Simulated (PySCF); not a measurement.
H₃Sb, charge -1, doublet, at the geometry of the source list (a state made from the parent by changing its charge; the spin is typed, not shown lowest) (all electrons, no relativity) (a gas-phase anion, which may not be bound at this level), with bond 4-1 at 2.4 times its length; CASSCF(5,4)/STO-3G (PySCF).

Here is a job for PySCF.
```python
from pyscf import gto, scf, mcscf
import numpy

mol = gto.Mole()
mol.atom = '''
    Sb    0.00730000   -0.01090000    0.74510000
    H    -0.88780000   -1.05330000   -0.24620000
    H    -0.47700000    1.26950000   -0.23690000
    H     3.24778000   -0.47746000   -1.67194000
'''
mol.basis = 'sto-3g'
mol.charge = -1
mol.spin = 1
mol.verbose = 4
mol.build()

mf = scf.ROHF(mol)
mf.kernel()
mc = mcscf.CASSCF(mf, 4, 5)
mc.fix_spin_(ss=0.75)
mc.kernel()
occ = numpy.linalg.eigvalsh(mc.fcisolver.make_rdm1(mc.ci, mc.ncas, mc.nelecas))[::-1]
ss = mc.fcisolver.spin_square(mc.ci, mc.ncas, mc.nelecas)[0]
print('natural occupations', occ.round(4), ' <S^2>', round(ss, 4))
```

The log (banner, timings and long lists left out):

```
PySCF version 2.14.0

[INPUT] verbose = 4
[INPUT] num. atoms = 4
[INPUT] num. electrons = 55
[INPUT] charge = -1
[INPUT] spin (= nelec alpha-beta = 2S) = 1
[INPUT] symmetry False subgroup None
[INPUT] Mole.unit = angstrom
[INPUT] Symbol           X                Y                Z      unit          X                Y                Z       unit  Magmom
[...]
nuclear repulsion = 39.0460484940443
number of shells = 14
number of NR pGTOs = 90
number of NR cGTOs = 30
basis = sto-3g
ecp = {}

******** <class 'pyscf.scf.rohf.ROHF'> ********
method = ROHF
initial guess = minao
damping factor = 0
level_shift factor = 0
DIIS = <class 'pyscf.scf.diis.CDIIS'>
diis_start_cycle = 1
diis_space = 8
diis_damp = 0
SCF conv_tol = 1e-09
SCF conv_tol_grad = None
SCF max_cycles = 50
direct_scf = True
direct_scf_tol = 1e-13
num. doubly occ = 27  num. singly occ = 1
Set gradient conv threshold to 3.16228e-05
init E= -6233.89893165715
[...]
cycle= 1 E= -6252.73447980207  delta_E= -18.8  |g|= 0.372  |ddm|= 1.68
[...]
cycle= 2 E= -6252.64726260421  delta_E= 0.0872  |g|= 0.0839  |ddm|= 1.67
[...]
cycle= 3 E= -6252.80520388161  delta_E= -0.158  |g|= 0.0772  |ddm|= 1.57
[...]
cycle= 4 E= -6252.80806160163  delta_E= -0.00286  |g|= 0.0323  |ddm|= 0.0906
[...]
cycle= 5 E= -6252.6530590525  delta_E= 0.155  |g|= 0.0833  |ddm|= 1.55
[...]
cycle= 6 E= -6252.6535471506  delta_E= -0.000488  |g|= 0.0813  |ddm|= 0.0108
[...]
cycle= 7 E= -6252.680240162  delta_E= -0.0267  |g|= 0.0787  |ddm|= 0.421
[...]
cycle= 8 E= -6252.66574374454  delta_E= 0.0145  |g|= 0.0793  |ddm|= 0.197
[...]
cycle= 9 E= -6252.66843372832  delta_E= -0.00269  |g|= 0.0804  |ddm|= 0.0429
[...]
cycle= 10 E= -6252.6727504323  delta_E= -0.00432  |g|= 0.0716  |ddm|= 0.0601
[...]
cycle= 11 E= -6252.68734926281  delta_E= -0.0146  |g|= 0.0694  |ddm|= 1.19
[...]
cycle= 12 E= -6252.79734706021  delta_E= -0.11  |g|= 0.0714  |ddm|= 1.52
[...]
cycle= 13 E= -6252.74882119751  delta_E= 0.0485  |g|= 0.0775  |ddm|= 1.23
[...]
cycle= 14 E= -6252.66259284728  delta_E= 0.0862  |g|= 0.0486  |ddm|= 0.955
[...]
cycle= 15 E= -6252.80119924157  delta_E= -0.139  |g|= 0.0855  |ddm|= 1.56
[...]
cycle= 16 E= -6252.80016043549  delta_E= 0.00104  |g|= 0.0841  |ddm|= 0.0398
[...]
cycle= 17 E= -6252.80298901771  delta_E= -0.00283  |g|= 0.086  |ddm|= 0.121
[...]
cycle= 18 E= -6252.79686426176  delta_E= 0.00612  |g|= 0.096  |ddm|= 0.177
[...]
cycle= 19 E= -6252.80382224694  delta_E= -0.00696  |g|= 0.0655  |ddm|= 0.519
[...]
cycle= 20 E= -6252.8000633644  delta_E= 0.00376  |g|= 0.054  |ddm|= 0.146
[...]
cycle= 21 E= -6252.80866489324  delta_E= -0.0086  |g|= 0.0138  |ddm|= 0.358
[...]
cycle= 22 E= -6252.80850528277  delta_E= 0.00016  |g|= 0.0126  |ddm|= 0.0704
[...]
cycle= 23 E= -6252.80587455895  delta_E= 0.00263  |g|= 0.0225  |ddm|= 0.268
[...]
cycle= 24 E= -6252.64864288358  delta_E= 0.157  |g|= 0.0909  |ddm|= 1.52
[...]
cycle= 25 E= -6252.65076243239  delta_E= -0.00212  |g|= 0.0912  |ddm|= 0.069
[...]
cycle= 26 E= -6252.64754793665  delta_E= 0.00321  |g|= 0.0941  |ddm|= 0.136
[...]
cycle= 27 E= -6252.69268520979  delta_E= -0.0451  |g|= 0.102  |ddm|= 0.932
[...]
cycle= 28 E= -6252.69575083278  delta_E= -0.00307  |g|= 0.103  |ddm|= 0.0331
[...]
cycle= 29 E= -6252.68869181324  delta_E= 0.00706  |g|= 0.101  |ddm|= 0.0808
[...]
cycle= 30 E= -6252.70098706277  delta_E= -0.0123  |g|=  0.1  |ddm|= 0.129
[...]
cycle= 31 E= -6252.67043970209  delta_E= 0.0305  |g|= 0.096  |ddm|= 0.358
[...]
cycle= 32 E= -6252.65373300584  delta_E= 0.0167  |g|= 0.104  |ddm|= 0.261
[...]
cycle= 33 E= -6252.73373732013  delta_E= -0.08  |g|= 0.131  |ddm|= 0.934
[...]
cycle= 34 E= -6252.74159318505  delta_E= -0.00786  |g|= 0.131  |ddm|= 0.0933
[...]
cycle= 35 E= -6252.80729427547  delta_E= -0.0657  |g|= 0.0256  |ddm|= 0.869
[...]
cycle= 36 E= -6252.7607467379  delta_E= 0.0465  |g|= 0.0769  |ddm|= 0.962
[...]
cycle= 37 E= -6252.80718288295  delta_E= -0.0464  |g|= 0.0167  |ddm|= 0.976
[...]
[...]
SCF not converged.
[...]
max_cycle_macro = 50
max_cycle_micro = 4
conv_tol = 1e-07
conv_tol_grad = None
orbital rotation max_stepsize = 0.02
orbital rotation threshold for CI restart = 0.01
augmented hessian ah_max_cycle = 30
augmented hessian ah_conv_tol = 1e-12
augmented hessian ah_linear dependence = 1e-14
augmented hessian ah_level shift = 1e-08
augmented hessian ah_start_tol = 2.5
augmented hessian ah_start_cycle = 3
augmented hessian ah_grad_trust_region = 3
kf_trust_region = 3
kf_interval = 4
ci_response_space = 4
ci_grad_trust_region = 3
with_dep4 0
natorb = False
canonicalization = True
sorting_mo_energy = False
ao2mo_level = 2
internal_rotation = False
******** <class 'pyscf.fci.addons.SpinPenaltyFCISolver'> ********
max. cycles = 50
conv_tol = 1e-08
davidson only = True
linear dependence = 1e-12
level shift = 0.001
max iter space = 12
nroots = 1
pspace_size = 400
spin = None
CASCI E = -6252.81433710590  S^2 = 0.7500000
Set conv_tol_grad to 0.000316228
macro iter   1 ( 21 JK    4 micro), CASSCF E = -6252.81436481168  dE = -2.77057725e-05  S^2 = 0.7500000
               |grad[o]|=0.0108  |grad[c]|=0.00696  |ddm|=0.00135  |maxRot[o]|=0.212
macro iter   2 ( 21 JK    4 micro), CASSCF E = -6252.81444738910  dE = -8.25774268e-05  S^2 = 0.7500000
               |grad[o]|=0.00304  |grad[c]|=0.0018  |ddm|=0.000746  |maxRot[o]|=0.0554
macro iter   3 ( 21 JK    4 micro), CASSCF E = -6252.81445102618  dE = -3.63707932e-06  S^2 = 0.7500000
               |grad[o]|=0.00176  |grad[c]|=0.00205  |ddm|=0.000492  |maxRot[o]|=0.00282
macro iter   4 ( 21 JK    4 micro), CASSCF E = -6252.81445477101  dE = -3.74483170e-06  S^2 = 0.7500000
               |grad[o]|=0.00162  |grad[c]|=0.00205  |ddm|=0.000435  |maxRot[o]|=0.00293
macro iter   5 ( 21 JK    4 micro), CASSCF E = -6252.81445795174  dE = -3.18072216e-06  S^2 = 0.7500000
               |grad[o]|=0.00142  |grad[c]|=0.00205  |ddm|=0.000398  |maxRot[o]|=0.00267
macro iter   6 ( 21 JK    4 micro), CASSCF E = -6252.81446004277  dE = -2.09102927e-06  S^2 = 0.7500000
               |grad[o]|=0.00129  |grad[c]|=0.00205  |ddm|=0.000325  |maxRot[o]|=0.00174
macro iter   7 ( 21 JK    4 micro), CASSCF E = -6252.81446175820  dE = -1.71543616e-06  S^2 = 0.7500000
               |grad[o]|=0.00117  |grad[c]|=0.00205  |ddm|=0.000354  |maxRot[o]|=0.00147
macro iter   8 ( 21 JK    4 micro), CASSCF E = -6252.81446323243  dE = -1.47422907e-06  S^2 = 0.7500000
               |grad[o]|=0.00107  |grad[c]|=0.00205  |ddm|=0.000328  |maxRot[o]|=0.00131
macro iter   9 ( 21 JK    4 micro), CASSCF E = -6252.81446577504  dE = -2.54261249e-06  S^2 = 0.7500000
               |grad[o]|=0.00099  |grad[c]|=0.00156  |ddm|=0.000571  |maxRot[o]|=0.0157
macro iter  10 ( 21 JK    4 micro), CASSCF E = -6252.81450949732  dE = -4.37222752e-05  S^2 = 0.7500000
               |grad[o]|=0.00113  |grad[c]|=0.00357  |ddm|=0.00144  |maxRot[o]|=0.0689
macro iter  11 (  7 JK    2 micro), CASSCF E = -6252.81448988511  dE =  1.96122101e-05  S^2 = 0.7500000
               |grad[o]|=0.000366  |grad[c]|=0.00257  |ddm|=0.00251  |maxRot[o]|=0.0699
macro iter  12 (  7 JK    1 micro), CASSCF E = -6252.81448969819  dE =  1.86914804e-07  S^2 = 0.7500000
               |grad[o]|=0.000133  |grad[c]|=0.000101  |ddm|=0.000145  |maxRot[o]|=0.0121
macro iter  13 ( 19 JK    3 micro), CASSCF E = -6252.81448961924  dE =  7.89541446e-08  S^2 = 0.7500000
               |grad[o]|=0.000249  |grad[c]|=8.68e-05  |ddm|=4.39e-05  |maxRot[o]|=0.0162
macro iter  14 (  1 JK    1 micro), CASSCF E = -6252.81448961927  dE = -3.09228199e-11  S^2 = 0.7500000
               |grad[o]|=2.49e-05  |grad[c]|=4.41e-06  |ddm|=3.99e-06  |maxRot[o]|=    0
1-step CASSCF converged in  14 macro (244 JK  47 micro) steps
CASSCF canonicalization
Density matrix diagonal elements [1.9872749  1.99531632 1.00318918 0.0142196 ]
CASSCF energy = -6252.81448961927
CASCI E = -6252.81448961927  E(CI) = -2.51274428669694  S^2 = 0.7500000
natural occupations [1.9986 1.9872 1.     0.0142]  <S^2> 0.75
```

The run did not converge; its last values are not results.
